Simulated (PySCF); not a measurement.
Assignment exercise: C5H6ClF

Structure with atom numbers: `[F:1][C@@H:2]1[C@@H:3]([Cl:4])[C:5]12[CH2:6][CH2:7]2` (H(Xn): hydrogen on atom n). Ha(C6), Ha(C7) are pro-R; Hb(C6), Hb(C7) are pro-S.

Computational details: NMR shieldings at PBE0/pcSseg-1/GIAO, geometry from GFN2-xTB, in PySCF 2.14 (no solvent model, non-relativistic, a single conformation).

References, each an isolated molecule treated in the same way: ¹³C (σref 186.93) and ¹H (σref 31.72) vs TMS.

(1) Assign these signals to the numbered atoms. ¹³C{¹H} NMR (computed): δ 84.4, 45.8, 24.1, 11.2, 10.9.

(2) Assign these signals to the numbered atoms. ¹H NMR (600 MHz, computed): δ 4.76 (m, 1H), 3.63 (m, 1H), 1.34 (m, 1H), 1.30 (m, 1H), 1.17 (m, 1H), 1.07 (m, 1H).

## Answers

(1) 
84.4 → C2, three-membered-ring carbon: the inductive effect lowers its shielding
45.8 → C3, three-membered-ring carbon
24.1 → C5, three-membered-ring carbon
11.2 → C7, three-membered-ring carbon
10.9 → C6, three-membered-ring carbon

C7 and C6 lie closer than the usual error of such a calculation, so a measured spectrum could show them in the other order.

(2) 
```tsv
δ (ppm)	atoms	environment	reason
4.76	H(C2)	hydrogen on a three-membered-ring carbon	its carbon carries F, which withdraws density
3.63	H(C3)	hydrogen on a three-membered-ring carbon	–
1.34	Ha(C7)	hydrogen on a three-membered-ring carbon	–
1.30	Hb(C7)	hydrogen on a three-membered-ring carbon	–
1.17	Ha(C6)	hydrogen on a three-membered-ring carbon	–
1.07	Hb(C6)	hydrogen on a three-membered-ring carbon	–
```

Ha(C7) and Hb(C7); Ha(C6) and Hb(C6) lie closer than the usual error of such a calculation, so a measured spectrum could show them in the other order.

Carbons that carry Cl, above all several Cl atoms, come out too deshielded, partly because spin–orbit coupling is missing. Splittings by ¹⁹F in the carbon and heteronuclear signals aren't shown, as no couplings were computed. Shifts are as computed. Against solution values, carbons near 30 ppm lie about +3 ppm off and those near 130 ppm about +5 ppm; carbons on Cl a further +6 ppm. Of 1309 compounds with measured shifts, 239 miss one by over three times the rms of a fit or turn the order of signals round; such compounds aren't used in these exercises. No couplings were computed; multiplicities are counted from neighbouring protons, with m where these are inequivalent, close in shift, in a saturated or five-membered ring or joined by F or P, and br s for small geminal =CH2 splittings.
